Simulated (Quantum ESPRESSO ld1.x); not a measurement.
Q: These are the eigenvalues of the occupied orbitals of an atom or ion with whole-number occupations (eV). All-electron calculation, scalar-relativistic Kohn-Sham, LDA (Slater exchange, VWN5 correlation), spin-unpolarised, spherical densities, point nucleus. Program: ld1.x of Quantum ESPRESSO 7.5.

1s: -57379.892
2s: -9687.098
2p: -8577.367
3s: -2214.495
3p: -1876.985
3d: -1453.684
4s: -481.077
4p: -369.715
4d: -220.489
5s: -99.637
5p: -71.781
4f: -56.581

Which element is it, and in what charge state? The configuration may be excited.

A: Z = 68, erbium, charge +4: Er4+ in [Xe] 4f10. The list shows which subshells hold electrons but not how many an open one holds; the 1s level, -2108.7 hartree, gives Z - s = 64.9 by -(Z - s)^2/2, which with screening and relativity narrows Z to a few neighbours, and the depths of the outer levels then fix element, charge and occupations together.
